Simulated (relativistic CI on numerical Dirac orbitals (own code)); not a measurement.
Br: calculation against measurement

Computed by Dirac-Coulomb-Breit CI, KLI orbitals optimised for each configuration, QED by a radiative potential, valence Slater integrals scaled by 0.85, P86 correlation energy added to each configuration (own radial code, finite nucleus).

Configuration list (outside the closed core [Ar] 3d10): 4s2 4p5, 4s2 4p4 5s, 4s2 4p4 5p, 4s2 4p4 4d, 4s 4p6, 4s2 4p4 6s, 4s2 4p4 6p, 4s2 4p4 5d, 4s2 4p4 7s, 4s2 4p4 4f, 4s2 4p4 7p, 4s2 4p4 6d, 4s2 4p4 5f, 4s2 4p4 5g, 4s2 4p4 7d, 4s2 4p3 4d2, 4s2 4p2 4d2 5s, 4s2 4p2 4d2 5p, 4s2 4p2 4d3, 4s2 4p2 4d2 6s, 4s2 4p2 4d2 6p. Double excitations out of closed p, d and f shells are left out; levels of such configurations are missing from the list, as are those of other unlisted configurations, and high levels can miss mixing partners. These lack a partner that the ground configuration has and come out too high: 4s2 4p4 5d, 4s2 4p4 7s, 4s2 4p4 4f, 4s2 4p4 7p, 4s2 4p4 6d.

```
Configuration  Term (tabulated)    J  Measured (cm⁻¹)  Computed  Error  Purity (%)
      4s2 4p5               2P°  3/2              0.0         0      0          99
      4s2 4p5               2P°  1/2           3685.2      3684     -1          99
   4s2 4p4 5s                4P  5/2          63436.4     63229   -208          97
   4s2 4p4 5s                4P  3/2          64907.2     64786   -121          56
   4s2 4p4 5s                4P  1/2          66883.9     66700   -184          95
   4s2 4p4 5s                2P  3/2          67183.6     67077   -106          55
   4s2 4p4 5s                2P  1/2          68970.2     68942    -28          95
   4s2 4p4 5p               4P°  5/2          74672.3     73275  -1397          80
   4s2 4p4 5p               4P°  3/2          75009.1     73621  -1389          66
   4s2 4p4 5p             4D° †  7/2          75521.5     74025  -1496          97
   4s2 4p4 5p             4D° †  5/2          75697.1     77030   1333          60
   4s2 4p4 5s                2D  5/2          75890.3     76368    477          95
   4s2 4p4 5s                2D  3/2          75908.5     76408    499          93
   4s2 4p4 5p             4D° †  3/2          76743.1     77226    483          69
   4s2 4p4 5p               2D°  5/2          78511.6     74264  -4248          73
   4s2 4p4 5p             4D° †  1/2          78865.7     77392  -1474          91
   4s2 4p4 5p               2F°  5/2          87061.2     86291   -770          96
   4s2 4p4 5p               2F°  7/2          87225.2     86415   -810          96
   4s2 4p4 5p             2P° †  3/2          87259.3     86516   -744          60
   4s2 4p4 5p             2P° †  1/2          87499.0     86505   -994          56
   4s2 4p4 5p               2D°  3/2          88438.8     87421  -1018          83
   4s2 4p4 5p               2D°  5/2          88483.4     87545   -939          74
   4s2 4p4 5s                2S  1/2          91937.9     92989   1051          67
```

Measured levels from NIST Handbook of Basic Atomic Spectroscopic Data (Sansonetti and Martin, J. Phys. Chem. Ref. Data 34, 1559 (2005)); pairs were made by configuration, J and term (by order where the table uses no LS term), so strongly mixed levels may be paired wrongly.

Mean error by configuration (cm⁻¹): 4s2 4p5 -1; 4s2 4p4 5s 173; 4s2 4p4 5p -1510. Over the excited levels the mean absolute error is 828 cm⁻¹ (22 of the 28 excited levels that our extract of the source holds in range could be paired, and the others can miss by more), and the median relative error of those above 1,000 cm⁻¹ is 0.77 %. † marks terms whose computed intervals miss the measured ones by more than a factor of 2.5, or configurations far off the rest, from wrong mixing, a near crossing or a doubtful label or measurement; they are left out of the means.

Transition probabilities of persistent lines. The last column rescales the computed rate by the cube of measured over computed energy:

```csv
λ measured (Å),Lower,Upper,A tabulated (s⁻¹),A computed,A rescaled
1488.45 vacuum,4s2 4p5 2P°_3/2,4s2 4p4 5s 2P_3/2,2.00e+08,3.57e+08,3.59e+08
1540.65 vacuum,4s2 4p5 2P°_3/2,4s2 4p4 5s 4P_3/2,2.20e+08,2.67e+08,2.69e+08
1574.84 vacuum,4s2 4p5 2P°_1/2,4s2 4p4 5s 2P_3/2,2.00e+07,4.46e+07,4.48e+07
1633.40 vacuum,4s2 4p5 2P°_1/2,4s2 4p4 5s 4P_3/2,2.30e+07,2.10e+07,2.11e+07
7348.51 air,4s2 4p4 5s 4P_3/2,4s2 4p4 5p 2D°_5/2,1.20e+07,2.02e+07,5.97e+07
7512.96 air,4s2 4p4 5s 4P_5/2,4s2 4p4 5p 4D°_3/2,1.20e+07,4.72e+05,4.05e+05
7938.68 air,4s2 4p4 5s 2D_5/2,4s2 4p4 5p 2D°_5/2,1.90e+07,2.07e+07,2.95e+07
8343.70 air,4s2 4p4 5s 4P_1/2,4s2 4p4 5p 4D°_1/2,2.20e+07,2.70e+07,3.80e+07
8446.55 air,4s2 4p4 5s 4P_3/2,4s2 4p4 5p 4D°_3/2,1.20e+07,4.91e+05,4.23e+05
```
